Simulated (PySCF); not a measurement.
Level of theory: PySCF, PBE0, basis Ti def2-TZVP, F def2-TZVP (no relativity, density fitting). Open shells, if any, are unrestricted.

Task: What spin state, shape and geometry does isolated TiF2 take (every ligand bound to Ti)?

Result: Formally Ti is in oxidation state +2, d2, with 2 unpaired electrons (the high-spin count). The Mulliken spin on Ti is 2.04. The polar-tensor charge on Ti, 1.46, is below the formal one. The lowest minimum found is a triplet of C2v symmetry with Ti–F 1.792 Å (×2); F–Ti–F 139.4°. Its harmonic wavenumbers are 119 (a1), 643 (a1), 749 (b2) cm⁻¹ and its dipole moment is 2.34 D.

Only a few start shapes were tried, so a lower isomer may exist. With open d or f shells other occupations or spin states may lie lower.
